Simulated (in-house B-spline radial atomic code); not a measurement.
Radial electron density of As, [Ar] 3d9 4s2 4p3 5f1. Computed with a radial B-spline atomic code at the basis-set limit: scalar-relativistic (X2C) PBE0, spin-polarised, spherical fractional occupations, exact exchange averaged over the configuration, Fermi nucleus of rms radius 4.0968 fm.

One-electron X2C: radii and densities carry no picture-change correction, so inner-shell <1/r> comes out high (for 1s by about 2 % at Z = 33, 5 % at 54, 10 % at 75, 30 % at 118) and <r> low.

Columns: r (bohr), 4πr²n(r) (electrons per bohr), bar.

```
 0.00169    1.177 #
 0.00218     1.82 ##
 0.00281    2.786 ###
 0.00363    4.235 ####
 0.00469    6.346 ######
 0.00605    9.313 #########
 0.00781    13.35 ############
  0.0101    18.59 #################
   0.013    24.71 #######################
  0.0168    31.31 #############################
  0.0217    37.08 ###################################
  0.0281    40.46 ######################################
  0.0362    40.19 ######################################
  0.0468    36.78 ##################################
  0.0604    33.32 ###############################
   0.078    34.11 ################################
   0.101    40.56 ######################################
    0.13     47.1 ############################################
   0.168    45.51 ###########################################
   0.217    34.64 ################################
    0.28    25.11 #######################
   0.362    25.81 ########################
   0.467     30.3 ############################
   0.603    26.96 #########################
   0.779    16.49 ###############
    1.01    7.693 #######
     1.3    4.375 ####
    1.68    3.478 ###
    2.17    2.409 ##
     2.8    1.113 #
    3.61   0.3154 
    4.66  0.05268 
    6.02 0.009554 
    7.78  0.01359 
      10   0.0244 
      13  0.02315 
    16.7 0.004565 
    21.6  0.00464 
    27.9   0.0456 
    36.1  0.04248 
    46.6 0.004634 
    60.1 8.822e-05 
    77.7 2.465e-07 
     100 1.537e-10
```

On this grid the curve has 5 maxima, near 0.0281, 0.13, 0.467, 10, 27.9 bohr.

The 3d up radial function P(r) = rR(r), positive near the nucleus:

```csv
r (bohr),P
0.0168,0.002229
0.0281,0.00906
0.0468,0.03405
0.078,0.115
0.13,0.3282
0.217,0.7325
0.362,1.156
0.603,1.162
1.01,0.6709
1.68,0.1988
2.8,0.022
```
